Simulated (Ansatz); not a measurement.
Ansatz (an electronic-structure program) input (B3LYP-D3(BJ)/def2-TZVP):

Ansatz 0.2 input:
```yaml
crystal:
  periodic: [false, false, false]
  atoms:
    - {symbol: C, position_ang: [-1.54742648, -0.05032887, 0.03964860]}
    - {symbol: C, position_ang: [-0.43868556, -0.99961218, 0.05616972]}
    - {symbol: C, position_ang: [0.88272322, -0.69361001, 0.01548193]}
    - {symbol: C, position_ang: [1.40362165, 0.56236892, -0.04840296]}
    - {symbol: N, position_ang: [1.89685594, 1.60700503, -0.10123426]}
    - {symbol: H, position_ang: [-1.23277554, 0.98879554, -0.00367557]}
    - {symbol: H, position_ang: [-2.20075349, -0.27534681, -0.80765498]}
    - {symbol: H, position_ang: [-2.17410209, -0.21238201, 0.92057225]}
    - {symbol: H, position_ang: [-0.70293414, -2.04917997, 0.10519589]}
    - {symbol: H, position_ang: [1.63943730, -1.47243075, 0.03237529]}
    - {symbol: H, position_ang: [2.35179955, 2.49413591, -0.15317302]}
basis:
  gaussian:
    orbitals: def2-TZVP
hamiltonian:
  xc: b3lyp
  dispersion: d3bj
total_charge: 1
relax: {f_tol: 0.002, max_steps: 150}
```

Output:

```
Functional definition: B3LYP
integrals: 0.09 GiB planned
1139 factors; their error is unknown
mean field: 0.90 GiB planned
mean field evaluation 1: about -5715.0339 eV, gradient 8.2e1 eV
mean field evaluation 2: about -5712.5403 eV, gradient 8.4e1 eV
mean field evaluation 4: about -5729.4431 eV, gradient 8.1e0 eV
mean field evaluation 8: about -5729.5991 eV, gradient 1.8e-1 eV
mean field evaluation 16: about -5729.5865 eV, gradient 3.6e-4 eV
mean field -5729.58646362 eV, -210.5584188847 hartree, gradient 4.5e-5 eV, S^2 0.000000; 0 other end points of the search recorded, 0 dependent functions left out
the calculation of the forces begins
reference -5729.58670686 eV, -210.5584278238 hartree; 18, 18 occupied and 173, 173 virtual orbitals, 1139 factors
relax step   1: F+E_penalty+E_count = -5729.93845084 eV  Δ(F+E_penalty+E_count) = +0.000e0 eV  max|allowed force component| = 2.119e0 eV/Å  Δτ_max = 0.0000 Å  (31 SCF iters, accepted)
these checks for a lower state are left out or cut short: starts, cluster_reference, orbital_swaps, neighbouring_geometries, increment
integrals: 0.09 GiB planned
1139 factors; their error is unknown
mean field: 0.91 GiB planned
mean field -5729.61739030 eV, -210.5595554195 hartree, gradient 9.0e-6 eV, S^2 0.000000; 0 other end points of the search recorded, 0 dependent functions left out
the calculation of the forces begins
reference -5729.61763388 eV, -210.5595643707 hartree; 18, 18 occupied and 173, 173 virtual orbitals, 1139 factors
relax step   2: F+E_penalty+E_count = -5729.96908419 eV  Δ(F+E_penalty+E_count) = -3.063e-2 eV  max|allowed force component| = 7.830e-1 eV/Å  Δτ_max = 0.0212 Å  (34 SCF iters, accepted)
these checks for a lower state are left out or cut short: starts, cluster_reference, orbital_swaps, neighbouring_geometries, increment
integrals: 0.09 GiB planned
1139 factors; their error is unknown
mean field: 0.90 GiB planned
mean field evaluation 32: about -5729.6264 eV, gradient 8.8e-6 eV
mean field -5729.62644061 eV, -210.5598880121 hartree, gradient 9.0e-6 eV, S^2 0.000000; 0 other end points of the search recorded, 0 dependent functions left out
the calculation of the forces begins
reference -5729.62668413 eV, -210.5598969612 hartree; 18, 18 occupied and 173, 173 virtual orbitals, 1139 factors
relax step   3: F+E_penalty+E_count = -5729.97841237 eV  Δ(F+E_penalty+E_count) = -9.328e-3 eV  max|allowed force component| = 8.249e-2 eV/Å  Δτ_max = 0.0342 Å  (35 SCF iters, accepted)
these checks for a lower state are left out or cut short: starts, cluster_reference, orbital_swaps, neighbouring_geometries, increment
integrals: 0.09 GiB planned
1139 factors; their error is unknown
mean field: 0.91 GiB planned
mean field -5729.62657804 eV, -210.5598930626 hartree, gradient 2.6e-5 eV, S^2 0.000000; 0 other end points of the search recorded, 0 dependent functions left out
the calculation of the forces begins
reference -5729.62682130 eV, -210.5599020023 hartree; 18, 18 occupied and 173, 173 virtual orbitals, 1139 factors
relax step   4: F+E_penalty+E_count = -5729.97923956 eV  Δ(F+E_penalty+E_count) = -8.272e-4 eV  max|allowed force component| = 9.328e-2 eV/Å  Δτ_max = 0.0356 Å  (33 SCF iters, accepted)
these checks for a lower state are left out or cut short: starts, cluster_reference, orbital_swaps, neighbouring_geometries, increment
integrals: 0.09 GiB planned
1139 factors; their error is unknown
mean field: 0.91 GiB planned
mean field -5729.62652958 eV, -210.5598912819 hartree, gradient 2.6e-5 eV, S^2 0.000000; 0 other end points of the search recorded, 0 dependent functions left out
the calculation of the forces begins
reference -5729.62677269 eV, -210.5599002159 hartree; 18, 18 occupied and 173, 173 virtual orbitals, 1139 factors
relax step   5: F+E_penalty+E_count = -5729.97967985 eV  Δ(F+E_penalty+E_count) = -4.403e-4 eV  max|allowed force component| = 2.965e-2 eV/Å  Δτ_max = 0.0152 Å  (33 SCF iters, accepted)
these checks for a lower state are left out or cut short: starts, cluster_reference, orbital_swaps, neighbouring_geometries, increment
integrals: 0.09 GiB planned
1139 factors; their error is unknown
mean field: 0.91 GiB planned
mean field -5729.62646926 eV, -210.5598890652 hartree, gradient 2.6e-5 eV, S^2 0.000000; 0 other end points of the search recorded, 0 dependent functions left out
the calculation of the forces begins
reference -5729.62671235 eV, -210.5598979985 hartree; 18, 18 occupied and 173, 173 virtual orbitals, 1139 factors
relax step   6: F+E_penalty+E_count = -5729.97970039 eV  Δ(F+E_penalty+E_count) = -2.054e-5 eV  max|allowed force component| = 1.879e-2 eV/Å  Δτ_max = 0.0024 Å  (34 SCF iters, accepted)
these checks for a lower state are left out or cut short: starts, cluster_reference, orbital_swaps, neighbouring_geometries, increment
integrals: 0.09 GiB planned
1139 factors; their error is unknown
mean field: 0.91 GiB planned
mean field -5729.62651248 eV, -210.5598906531 hartree, gradient 2.6e-5 eV, S^2 0.000000; 0 other end points of the search recorded, 0 dependent functions left out
the calculation of the forces begins
reference -5729.62675558 eV, -210.5598995869 hartree; 18, 18 occupied and 173, 173 virtual orbitals, 1139 factors
relax step   7: F+E_penalty+E_count = -5729.97973495 eV  Δ(F+E_penalty+E_count) = -3.456e-5 eV  max|allowed force component| = 1.350e-2 eV/Å  Δτ_max = 0.0014 Å  (34 SCF iters, accepted)
these checks for a lower state are left out or cut short: starts, cluster_reference, orbital_swaps, neighbouring_geometries, increment
integrals: 0.09 GiB planned
1139 factors; their error is unknown
mean field: 0.90 GiB planned
mean field evaluation 64: about -5729.6261 eV, gradient 5.7e-1 eV
mean field -5729.62659443 eV, -210.5598936648 hartree, gradient 2.6e-5 eV, S^2 0.000000; 0 other end points of the search recorded, 0 dependent functions left out
the calculation of the forces begins
reference -5729.62683761 eV, -210.5599026016 hartree; 18, 18 occupied and 173, 173 virtual orbitals, 1139 factors
relax step   8: F+E_penalty+E_count = -5729.97977267 eV  Δ(F+E_penalty+E_count) = -3.772e-5 eV  max|allowed force component| = 2.396e-2 eV/Å  Δτ_max = 0.0047 Å  (33 SCF iters, accepted)
these checks for a lower state are left out or cut short: starts, cluster_reference, orbital_swaps, neighbouring_geometries, increment
integrals: 0.09 GiB planned
1139 factors; their error is unknown
mean field: 0.91 GiB planned
mean field -5729.62661630 eV, -210.5598944688 hartree, gradient 2.6e-5 eV, S^2 0.000000; 0 other end points of the search recorded, 0 dependent functions left out
the calculation of the forces begins
reference -5729.62685949 eV, -210.5599034056 hartree; 18, 18 occupied and 173, 173 virtual orbitals, 1139 factors
relax step   9: F+E_penalty+E_count = -5729.97977575 eV  Δ(F+E_penalty+E_count) = -3.077e-6 eV  max|allowed force component| = 6.770e-3 eV/Å  Δτ_max = 0.0019 Å  (34 SCF iters, accepted)
these checks for a lower state are left out or cut short: starts, cluster_reference, orbital_swaps, neighbouring_geometries, increment
integrals: 0.09 GiB planned
1139 factors; their error is unknown
mean field: 0.90 GiB planned
mean field -5729.62662249 eV, -210.5598946960 hartree, gradient 2.6e-5 eV, S^2 0.000000; 0 other end points of the search recorded, 0 dependent functions left out
the calculation of the forces begins
reference -5729.62686567 eV, -210.5599036327 hartree; 18, 18 occupied and 173, 173 virtual orbitals, 1139 factors
relax step  10: F+E_penalty+E_count = -5729.97977929 eV  Δ(F+E_penalty+E_count) = -3.542e-6 eV  max|allowed force component| = 1.646e-3 eV/Å  Δτ_max = 0.0013 Å  (33 SCF iters, accepted)
integrals: 0.09 GiB planned
1139 factors; their error is unknown
mean field: 0.90 GiB planned
mean field evaluation 96: about -5729.6395 eV, gradient 1.6e-1 eV
mean field -5729.62662249 eV, -210.5598946960 hartree, gradient 2.6e-5 eV, S^2 0.000000; 1 other end points of the search recorded, 0 dependent functions left out
the calculation of the forces begins
reference -5729.62686567 eV, -210.5599036327 hartree; 18, 18 occupied and 173, 173 virtual orbitals, 1139 factors
Total energy: -5729.98002247 eV, -210.5728819058 hartree
Atom 0 at    -1.525426    -0.027304     0.037185 Å, force     0.000092    -0.000063    -0.000053 eV/Å
Atom 1 at    -0.424150    -1.006339     0.055178 Å, force     0.000481    -0.000044    -0.000269 eV/Å
Atom 2 at     0.902877    -0.752031     0.017168 Å, force    -0.000078     0.000226     0.000162 eV/Å
Atom 3 at     1.402507     0.546752    -0.047383 Å, force    -0.000154    -0.000186     0.000333 eV/Å
Atom 4 at     1.849248     1.601065    -0.100639 Å, force    -0.000738    -0.001646    -0.000005 eV/Å
Atom 5 at    -1.197303     1.009631    -0.011876 Å, force    -0.000150     0.000157    -0.000136 eV/Å
Atom 6 at    -2.181471    -0.238479    -0.813580 Å, force     0.000018    -0.000111     0.000155 eV/Å
Atom 7 at    -2.146545    -0.167182     0.927913 Å, force    -0.000027     0.000168    -0.000008 eV/Å
Atom 8 at    -0.703597    -2.054100     0.104502 Å, force    -0.000056    -0.000037     0.000153 eV/Å
Atom 9 at     1.652158    -1.535161     0.034397 Å, force    -0.000071     0.000144    -0.000300 eV/Å
Atom 10 at     2.249464     2.522562    -0.147562 Å, force     0.000684     0.001392    -0.000033 eV/Å
Dipole moment:     0.362742     0.344872    -0.022028 e Å
```

It need not be the lowest isomer of its formula.
